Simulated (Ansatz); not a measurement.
Consider the formal exchange of groups at a Ge–N bond: `C=[N][GeH3]` + `C=NC` → `C/N=[CH]\[GeH3]` + `C=N`.

Program: Ansatz. Geometries: PBE0-D4/def2-TZVP. ΔE: electronic, gas phase. CBS: MP2 limit from def2 TZ/QZ plus the TZ coupled-cluster correction, frozen cores. This one scheme is used for every species. For Ge outer-core shells are correlated without core-valence functions, which leaves a few kJ/mol of doubt a bond. Scalar relativity is left out up to krypton.

`C=[N][GeH3]`:

Z-matrix (Å, degrees):
```
Ge
N 1 1.863
H 1 1.534 2 107.5
H 1 1.534 2 107.4 3 -118.6
H 1 1.546 2 110.2 3 120.7
C 2 1.258 1 119.3 3 -120.8
H 6 1.097 2 119.6 1 180.0
H 6 1.103 2 125.1 1 0.0
```

`C=NC`:

Z-matrix (Å, degrees):
```
C
N 1 1.439
H 1 1.093 2 109.0
H 1 1.093 2 109.1 3 116.1
H 1 1.100 2 113.7 3 -121.9
C 2 1.257 1 117.9 3 121.5
H 6 1.090 2 119.4 1 -179.9
H 6 1.100 2 123.2 1 0.1
```

`C/N=[CH]\[GeH3]`:

```xyz
11

C     0.912   -0.901    1.090
N     1.304   -0.626   -0.263
C     0.559    0.058   -1.015
Ge   -1.200    0.883   -0.603
H     1.677   -0.508    1.766
H     0.887   -1.984    1.238
H    -0.063   -0.482    1.379
H     0.925    0.226   -2.033
H    -1.096    1.897    0.549
H    -2.251   -0.177   -0.232
H    -1.653    1.614   -1.876
```

`C=N`:

Z-matrix (Å, degrees):
```
C
N 1 1.261
H 1 1.096 2 124.9
H 1 1.092 2 118.8 3 -180.0
H 2 1.021 1 111.0 3 -0.0
```

```tsv
species	CCSD(T)/CBS(def2) energy (Eh)
`C=[N][GeH3]`	-2171.83462
`C=NC`	-133.77870
`C/N=[CH]\[GeH3]`	-2211.08198
`C=N`	-94.52360
```

(1) Work out ΔE.

Largest T1 diagnostic among the species: 0.013.

Answers

(1) ΔE = (-2211.08198) + (-94.52360) − (-2171.83462) − (-133.77870) = 0.00774 Eh = +20.3 kJ/mol.

In def2-TZVPP, CCSD(T) changes the Hartree–Fock value by −15.6 kJ/mol (the triples alone add −1.6 kJ/mol) and MP2 by −12.0 kJ/mol.
